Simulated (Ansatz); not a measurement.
`C[O][Mo]([OH])([F])([F])([F])[O]C` at its PBE0-D4/def2-TZVP geometry, where that method's forces vanish. Total charge 0; spin multiplicity 1. Mo takes the def2 core potential.

```xyz
16

C    -2.1573    0.1019   -1.7831
O    -1.2697    0.4476   -0.7629
Mo   -0.2306   -0.3376    0.5118
O    -0.0099    1.1395    1.6588
F    -0.6554   -1.9128   -0.4205
F     0.7665   -1.5153    1.5648
F    -1.6542   -0.7004    1.6739
O     1.3634    0.1497   -0.2212
C     2.6599    0.3099    0.2768
H    -2.0806   -0.9714   -1.9802
H    -1.9049    0.6701   -2.6813
H    -3.1747    0.3490   -1.4688
H    -0.6107    1.2043    2.4081
H     2.6713    1.1761    0.9460
H     2.9455   -0.5855    0.8367
H     3.3415    0.4749   -0.5589
```

(1) What forces (eV/Å) does ωB97M-V/def2-TZVPP give on these atoms in the Gaussian-basis code of Ansatz? (Best estimate.)

## Answers

(1) Computed: 
```
C1  -0.342 -0.140 -0.380
O2   0.406  0.043  0.462
Mo3  0.058  0.120 -0.129
O4  -0.027 -0.071 -0.023
F5   0.021  0.050  0.044
F6  -0.040  0.041 -0.037
F7   0.054  0.008 -0.041
O8  -0.590 -0.105 -0.103
C9   0.462  0.061  0.211
H10 -0.016  0.113  0.010
H11 -0.027 -0.064  0.091
H12  0.106 -0.031 -0.034
H13  0.023 -0.008 -0.036
H14  0.001 -0.087 -0.063
H15 -0.021  0.090 -0.059
H16 -0.067 -0.020  0.089
```
